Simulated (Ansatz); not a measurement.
## Molecular dynamics of CH10GeSi

Input:

```yaml
crystal:
  periodic: [false, false, false]
  atoms:
    - { symbol: Ge, position_ang: [0.152073, -0.115486, -0.467863] }
    - { symbol: H, position_ang: [1.396033, 0.891055, 0.513073] }
    - { symbol: H, position_ang: [1.138338, -0.1677, -1.646063] }
    - { symbol: C, position_ang: [-1.089351, 1.399976, -0.277453] }
    - { symbol: H, position_ang: [-1.933862, 1.243523, -0.969395] }
    - { symbol: H, position_ang: [-1.485874, 1.425366, 0.749185] }
    - { symbol: H, position_ang: [-0.587399, 2.353028, -0.493871] }
    - { symbol: H, position_ang: [-0.814827, -1.366636, -0.565169] }
    - { symbol: Si, position_ang: [1.247493, -2.068847, 1.311373] }
    - { symbol: H, position_ang: [1.404964, -3.147154, 0.285503] }
    - { symbol: H, position_ang: [2.461824, -2.067281, 2.194682] }
    - { symbol: H, position_ang: [0.053315, -2.39881, 2.151996] }
    - { symbol: H, position_ang: [1.31767, -0.183935, 0.821903] }
basis:
  gaussian: { orbitals: def2-SVP }
hamiltonian:
  xc: b3lyp
md:
  timestep: 0.5
  n_steps: 200
  ensemble: nve
  temperature: 100.0
  initial_velocities: maxwell_boltzmann
  seed: 3377
```

Launched with:

```bash
$ ansatz run input.yaml --threads 4 --pin off --max-ram 5120MiB --backend cpu --events-out ev --progress --plain --runs-dir out
```

It starts at the highest image of a converged band. Of that band: Neighbouring images differ by up to 3.6 eV, so the band resolves the path poorly. A vibrational analysis at the climbing image gives one clearly imaginary mode, 1809i cm⁻¹: a first-order saddle point.

Output, in part (one step line in 3, the closing report, with atoms numbered from 0):

```
md step     0: t =     0.00 fs  T =   100.0 K  F+E_penalty+E_count = -65583.43856584 eV  E_kin = 0.142186 eV  conserved = -65583.29637985 eV  (24 SCF iters)
md step     3: t =     1.50 fs  T =    78.8 K  F+E_penalty+E_count = -65583.40804285 eV  E_kin = 0.112096 eV  conserved = -65583.29594720 eV  (23 SCF iters)
md step     6: t =     3.00 fs  T =    49.3 K  F+E_penalty+E_count = -65583.36564221 eV  E_kin = 0.070103 eV  conserved = -65583.29553922 eV  (22 SCF iters)
md step     9: t =     4.50 fs  T =    46.7 K  F+E_penalty+E_count = -65583.36222908 eV  E_kin = 0.066440 eV  conserved = -65583.29578884 eV  (23 SCF iters)
md step    12: t =     6.00 fs  T =    51.7 K  F+E_penalty+E_count = -65583.36965557 eV  E_kin = 0.073561 eV  conserved = -65583.29609456 eV  (24 SCF iters)
md step    15: t =     7.50 fs  T =    42.3 K  F+E_penalty+E_count = -65583.35583096 eV  E_kin = 0.060117 eV  conserved = -65583.29571383 eV  (24 SCF iters)
md step    18: t =     9.00 fs  T =    46.9 K  F+E_penalty+E_count = -65583.36238477 eV  E_kin = 0.066743 eV  conserved = -65583.29564190 eV  (23 SCF iters)
md step    21: t =    10.50 fs  T =    72.5 K  F+E_penalty+E_count = -65583.39905940 eV  E_kin = 0.103119 eV  conserved = -65583.29594038 eV  (25 SCF iters)
md step    24: t =    12.00 fs  T =   100.1 K  F+E_penalty+E_count = -65583.43789906 eV  E_kin = 0.142373 eV  conserved = -65583.29552617 eV  (25 SCF iters)
md step    27: t =    13.50 fs  T =   165.3 K  F+E_penalty+E_count = -65583.53009623 eV  E_kin = 0.235039 eV  conserved = -65583.29505722 eV  (25 SCF iters)
md step    30: t =    15.00 fs  T =   308.5 K  F+E_penalty+E_count = -65583.73459341 eV  E_kin = 0.438622 eV  conserved = -65583.29597157 eV  (25 SCF iters)
md step    33: t =    16.50 fs  T =   468.9 K  F+E_penalty+E_count = -65583.96364481 eV  E_kin = 0.666714 eV  conserved = -65583.29693099 eV  (25 SCF iters)
md step    36: t =    18.00 fs  T =   650.9 K  F+E_penalty+E_count = -65584.22039903 eV  E_kin = 0.925459 eV  conserved = -65583.29493970 eV  (24 SCF iters)
md step    39: t =    19.50 fs  T =   950.4 K  F+E_penalty+E_count = -65584.64934607 eV  E_kin = 1.351362 eV  conserved = -65583.29798393 eV  (24 SCF iters)
md step    42: t =    21.00 fs  T =  1174.9 K  F+E_penalty+E_count = -65584.96705288 eV  E_kin = 1.670476 eV  conserved = -65583.29657728 eV  (24 SCF iters)
md step    45: t =    22.50 fs  T =  1382.9 K  F+E_penalty+E_count = -65585.26274656 eV  E_kin = 1.966259 eV  conserved = -65583.29648788 eV  (25 SCF iters)
md step    48: t =    24.00 fs  T =  1565.6 K  F+E_penalty+E_count = -65585.52496219 eV  E_kin = 2.226129 eV  conserved = -65583.29883307 eV  (24 SCF iters)
md step    51: t =    25.50 fs  T =  1610.7 K  F+E_penalty+E_count = -65585.58481084 eV  E_kin = 2.290218 eV  conserved = -65583.29459312 eV  (25 SCF iters)
md step    54: t =    27.00 fs  T =  1751.1 K  F+E_penalty+E_count = -65585.78842663 eV  E_kin = 2.489774 eV  conserved = -65583.29865270 eV  (24 SCF iters)
md step    57: t =    28.50 fs  T =  1788.8 K  F+E_penalty+E_count = -65585.83990885 eV  E_kin = 2.543472 eV  conserved = -65583.29643734 eV  (24 SCF iters)
md step    60: t =    30.00 fs  T =  1811.7 K  F+E_penalty+E_count = -65585.87116386 eV  E_kin = 2.575983 eV  conserved = -65583.29518130 eV  (24 SCF iters)
md step    63: t =    31.50 fs  T =  1913.5 K  F+E_penalty+E_count = -65586.01924949 eV  E_kin = 2.720792 eV  conserved = -65583.29845763 eV  (24 SCF iters)
md step    66: t =    33.00 fs  T =  1896.4 K  F+E_penalty+E_count = -65585.99152196 eV  E_kin = 2.696473 eV  conserved = -65583.29504879 eV  (24 SCF iters)
md step    69: t =    34.50 fs  T =  1954.0 K  F+E_penalty+E_count = -65586.07614874 eV  E_kin = 2.778277 eV  conserved = -65583.29787219 eV  (24 SCF iters)
md step    72: t =    36.00 fs  T =  1969.6 K  F+E_penalty+E_count = -65586.09677428 eV  E_kin = 2.800480 eV  conserved = -65583.29629431 eV  (24 SCF iters)
md step    75: t =    37.50 fs  T =  1983.7 K  F+E_penalty+E_count = -65586.11587963 eV  E_kin = 2.820529 eV  conserved = -65583.29535106 eV  (24 SCF iters)
md step    78: t =    39.00 fs  T =  2064.4 K  F+E_penalty+E_count = -65586.23367545 eV  E_kin = 2.935273 eV  conserved = -65583.29840256 eV  (23 SCF iters)
md step    81: t =    40.50 fs  T =  2017.5 K  F+E_penalty+E_count = -65586.16371562 eV  E_kin = 2.868572 eV  conserved = -65583.29514386 eV  (24 SCF iters)
md step    84: t =    42.00 fs  T =  2058.3 K  F+E_penalty+E_count = -65586.22400960 eV  E_kin = 2.926672 eV  conserved = -65583.29733755 eV  (25 SCF iters)
md step    87: t =    43.50 fs  T =  2090.9 K  F+E_penalty+E_count = -65586.27001649 eV  E_kin = 2.972961 eV  conserved = -65583.29705540 eV  (24 SCF iters)
md step    90: t =    45.00 fs  T =  2068.2 K  F+E_penalty+E_count = -65586.23594917 eV  E_kin = 2.940717 eV  conserved = -65583.29523251 eV  (24 SCF iters)
md step    93: t =    46.50 fs  T =  2123.5 K  F+E_penalty+E_count = -65586.31698041 eV  E_kin = 3.019295 eV  conserved = -65583.29768499 eV  (24 SCF iters)
md step    96: t =    48.00 fs  T =  2096.2 K  F+E_penalty+E_count = -65586.27648568 eV  E_kin = 2.980514 eV  conserved = -65583.29597144 eV  (24 SCF iters)
md step    99: t =    49.50 fs  T =  2115.7 K  F+E_penalty+E_count = -65586.30544623 eV  E_kin = 3.008188 eV  conserved = -65583.29725798 eV  (24 SCF iters)
md step   102: t =    51.00 fs  T =  2117.7 K  F+E_penalty+E_count = -65586.30824733 eV  E_kin = 3.011016 eV  conserved = -65583.29723139 eV  (24 SCF iters)
md step   105: t =    52.50 fs  T =  2055.3 K  F+E_penalty+E_count = -65586.21730916 eV  E_kin = 2.922296 eV  conserved = -65583.29501318 eV  (24 SCF iters)
md step   108: t =    54.00 fs  T =  2086.8 K  F+E_penalty+E_count = -65586.26488336 eV  E_kin = 2.967122 eV  conserved = -65583.29776119 eV  (24 SCF iters)
md step   111: t =    55.50 fs  T =  2020.0 K  F+E_penalty+E_count = -65586.16892837 eV  E_kin = 2.872133 eV  conserved = -65583.29679490 eV  (24 SCF iters)
md step   114: t =    57.00 fs  T =  1960.5 K  F+E_penalty+E_count = -65586.08377403 eV  E_kin = 2.787588 eV  conserved = -65583.29618604 eV  (25 SCF iters)
md step   117: t =    58.50 fs  T =  1951.5 K  F+E_penalty+E_count = -65586.07218202 eV  E_kin = 2.774763 eV  conserved = -65583.29741948 eV  (24 SCF iters)
md step   120: t =    60.00 fs  T =  1877.7 K  F+E_penalty+E_count = -65585.96515607 eV  E_kin = 2.669856 eV  conserved = -65583.29530046 eV  (25 SCF iters)
md step   123: t =    61.50 fs  T =  1880.9 K  F+E_penalty+E_count = -65585.97151662 eV  E_kin = 2.674326 eV  conserved = -65583.29719092 eV  (23 SCF iters)
md step   126: t =    63.00 fs  T =  1826.5 K  F+E_penalty+E_count = -65585.89385003 eV  E_kin = 2.597021 eV  conserved = -65583.29682897 eV  (23 SCF iters)
md step   129: t =    64.50 fs  T =  1798.5 K  F+E_penalty+E_count = -65585.85286662 eV  E_kin = 2.557273 eV  conserved = -65583.29559363 eV  (25 SCF iters)
md step   132: t =    66.00 fs  T =  1847.2 K  F+E_penalty+E_count = -65585.92446766 eV  E_kin = 2.626446 eV  conserved = -65583.29802212 eV  (24 SCF iters)
md step   135: t =    67.50 fs  T =  1796.1 K  F+E_penalty+E_count = -65585.84895811 eV  E_kin = 2.553863 eV  conserved = -65583.29509462 eV  (24 SCF iters)
md step   138: t =    69.00 fs  T =  1837.8 K  F+E_penalty+E_count = -65585.90974308 eV  E_kin = 2.613077 eV  conserved = -65583.29666576 eV  (24 SCF iters)
md step   141: t =    70.50 fs  T =  1855.8 K  F+E_penalty+E_count = -65585.93644018 eV  E_kin = 2.638619 eV  conserved = -65583.29782104 eV  (24 SCF iters)
md step   144: t =    72.00 fs  T =  1834.8 K  F+E_penalty+E_count = -65585.90400726 eV  E_kin = 2.608770 eV  conserved = -65583.29523717 eV  (24 SCF iters)
md step   147: t =    73.50 fs  T =  1894.4 K  F+E_penalty+E_count = -65585.99151183 eV  E_kin = 2.693578 eV  conserved = -65583.29793370 eV  (24 SCF iters)
md step   150: t =    75.00 fs  T =  1874.8 K  F+E_penalty+E_count = -65585.96070308 eV  E_kin = 2.665672 eV  conserved = -65583.29503113 eV  (24 SCF iters)
md step   153: t =    76.50 fs  T =  1955.6 K  F+E_penalty+E_count = -65586.07718977 eV  E_kin = 2.780640 eV  conserved = -65583.29654963 eV  (24 SCF iters)
md step   156: t =    78.00 fs  T =  2021.3 K  F+E_penalty+E_count = -65586.17210236 eV  E_kin = 2.873974 eV  conserved = -65583.29812825 eV  (24 SCF iters)
md step   159: t =    79.50 fs  T =  2033.3 K  F+E_penalty+E_count = -65586.18547366 eV  E_kin = 2.890998 eV  conserved = -65583.29447539 eV  (23 SCF iters)
md step   162: t =    81.00 fs  T =  2166.1 K  F+E_penalty+E_count = -65586.37842684 eV  E_kin = 3.079961 eV  conserved = -65583.29846618 eV  (24 SCF iters)
md step   165: t =    82.50 fs  T =  2188.2 K  F+E_penalty+E_count = -65586.40709754 eV  E_kin = 3.111299 eV  conserved = -65583.29579838 eV  (24 SCF iters)
md step   168: t =    84.00 fs  T =  2244.8 K  F+E_penalty+E_count = -65586.48818314 eV  E_kin = 3.191768 eV  conserved = -65583.29641536 eV  (24 SCF iters)
md step   171: t =    85.50 fs  T =  2288.7 K  F+E_penalty+E_count = -65586.55263705 eV  E_kin = 3.254238 eV  conserved = -65583.29839949 eV  (24 SCF iters)
md step   174: t =    87.00 fs  T =  2254.2 K  F+E_penalty+E_count = -65586.49966591 eV  E_kin = 3.205121 eV  conserved = -65583.29454456 eV  (24 SCF iters)
md step   177: t =    88.50 fs  T =  2319.8 K  F+E_penalty+E_count = -65586.59727536 eV  E_kin = 3.298411 eV  conserved = -65583.29886425 eV  (24 SCF iters)
md step   180: t =    90.00 fs  T =  2255.5 K  F+E_penalty+E_count = -65586.50273422 eV  E_kin = 3.207070 eV  conserved = -65583.29566471 eV  (24 SCF iters)
md step   183: t =    91.50 fs  T =  2236.7 K  F+E_penalty+E_count = -65586.47615256 eV  E_kin = 3.180226 eV  conserved = -65583.29592631 eV  (24 SCF iters)
md step   186: t =    93.00 fs  T =  2241.8 K  F+E_penalty+E_count = -65586.48628171 eV  E_kin = 3.187494 eV  conserved = -65583.29878757 eV  (24 SCF iters)
md step   189: t =    94.50 fs  T =  2131.4 K  F+E_penalty+E_count = -65586.32485148 eV  E_kin = 3.030532 eV  conserved = -65583.29431957 eV  (23 SCF iters)
md step   192: t =    96.00 fs  T =  2129.1 K  F+E_penalty+E_count = -65586.32566265 eV  E_kin = 3.027308 eV  conserved = -65583.29835455 eV  (23 SCF iters)
md step   195: t =    97.50 fs  T =  2041.3 K  F+E_penalty+E_count = -65586.19820462 eV  E_kin = 2.902409 eV  conserved = -65583.29579538 eV  (23 SCF iters)
md step   198: t =    99.00 fs  T =  1985.6 K  F+E_penalty+E_count = -65586.11905188 eV  E_kin = 2.823237 eV  conserved = -65583.29581508 eV  (25 SCF iters)
md step   200: t =   100.00 fs  T =  1980.9 K  F+E_penalty+E_count = -65586.11436947 eV  E_kin = 2.816568 eV  conserved = -65583.29780188 eV  (24 SCF iters)
Total energy: -65586.11475175 eV, -2410.2452612616 hartree
Atom 0 at     0.093020    -0.396998    -0.673379 Å, force    -1.295984    -0.136871     2.234318 eV/Å
Atom 1 at     7.679464     9.260326     4.496602 Å, force    -0.347630    -0.378631    -0.561763 eV/Å
Atom 2 at     0.699962     0.039847    -1.994992 Å, force     0.339428    -0.107540    -0.215686 eV/Å
Atom 3 at    -0.867928     1.145322     0.359814 Å, force     0.651878    -0.341883    -0.597635 eV/Å
Atom 4 at    -1.189455     1.979141    -0.314791 Å, force     0.226490    -0.521065     0.313785 eV/Å
Atom 5 at    -1.768341     0.659557     0.799472 Å, force     0.482678     0.343395     0.012321 eV/Å
Atom 6 at    -0.166429     1.541328     1.129821 Å, force    -0.541237    -0.107964    -0.211100 eV/Å
Atom 7 at    -1.133216    -1.355125    -0.772189 Å, force     0.060338     0.043911    -0.784216 eV/Å
Atom 8 at     0.895729    -1.873487     1.231595 Å, force     0.766023     0.439924    -0.232530 eV/Å
Atom 9 at     1.580562    -3.212770     1.043076 Å, force    -0.260113     0.331568    -0.358652 eV/Å
Atom 10 at     1.741886    -1.209359     2.282119 Å, force    -0.019745     0.155108    -0.212525 eV/Å
Atom 11 at    -0.398415    -2.116847     1.891935 Å, force    -0.409759    -0.098589     0.051911 eV/Å
Atom 12 at     7.321614     8.870534     3.918284 Å, force     0.347633     0.378638     0.561772 eV/Å
Dipole moment:     0.028332     0.150896    -0.131714 e Å
```

The run went to its last step. The conserved energy stayed within 0.2 meV per atom of its start (net change -0.11 meV per atom), so the integration is sound. The kinetic energy rose, since the run started high on the potential surface and went downhill. It ends in pieces (CH8GeSi + H2), so much of that is their flight and rotation, not heat. A run of 0.1 ps of so small a system gives no equilibrium averages. The orbitals stay closed-shell, which can raise the energy where a bond breaks towards radicals; this wasn't checked here.

Between its relaxed ends the band would form Ge1–Si9, H2–H13 and break Ge1–H2, Si9–H13. These pairs go: Ge1–Si9 2.86 → 2.54 Å, H2–H13 1.12 → 0.78 Å, Ge1–H2 1.88 → 13.32 Å, Si9–H13 1.95 → 12.80 Å. In the last frame they stand as after the step (other bonds may differ from the relaxed reactants and products). Also parted: Ge1–H13 1.74 → 12.62 Å. It ends as CH8GeSi + H2. Pairs count as bonded within 1.25 times the sum of covalent radii (0.12 Å more for H–H).

Last frame:

```xyz
13
Properties=species:S:1:pos:R:3
Ge 0.093 -0.397 -0.673
H 7.679 9.260 4.497
H 0.700 0.040 -1.995
C -0.868 1.145 0.360
H -1.190 1.979 -0.315
H -1.768 0.660 0.799
H -0.166 1.541 1.130
H -1.133 -1.355 -0.772
Si 0.896 -1.873 1.232
H 1.581 -3.213 1.043
H 1.742 -1.209 2.282
H -0.398 -2.117 1.892
H 7.322 8.870 3.918
```

Run time: 2.1 min on 4 threads of AMD EPYC 9R45 96-Core Processor (Zen 5) (shared host), peak memory 0.29 GiB.
